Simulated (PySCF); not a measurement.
# Structure elucidation problem

An unknown has the formula C4H9PSi. Its calculated NMR data are:

1H NMR (400 MHz, computed): δ 0.22 (s, 9H).

13C{1H} NMR (computed): δ 218.2 (C), 1.4 (CH3, 3C).

PySCF calculation with σ from GIAO-PBE0/pcSseg-1 and GFN2-xTB structure; equivalent nuclei averaged, one computed conformer, non-relativistic Hamiltonian, gas phase.

Chemical shifts δ = σref − σ; 1H, 13C against TMS, all at this level.

Task: Propose a structure and justify it.

Result: 
1. 2 carbon signals for 4 carbons: some carbons are equivalent by symmetry or fast rotation.
2. Carbon types of the structure: 1 × C, 3 × CH3, which accounts for all hydrogens.
3. δC 218.2: carbon bonded to P, Si.
4. δC 1.4: methyl carbon bonded to Si; an electropositive neighbour leaves it electron-rich and shielded.
5. δH 0.22: hydrogen on a methyl carbon bonded to Si; an electropositive neighbour shields it, as in TMS itself.

The compound is SMILES C[Si](C)(C)C#P.

This is the structure that produced the data.

Splittings by 31P in the carbon and heteronuclear signals aren't shown, as no couplings were computed. Shifts are as computed. Against solution values, carbons near 30 ppm lie about +3 ppm off and those near 130 ppm about +5 ppm. Of 1211 compounds with measured shifts, 218 miss one by over three times the rms of a fit or turn the order of signals round; such compounds aren't used in these exercises.
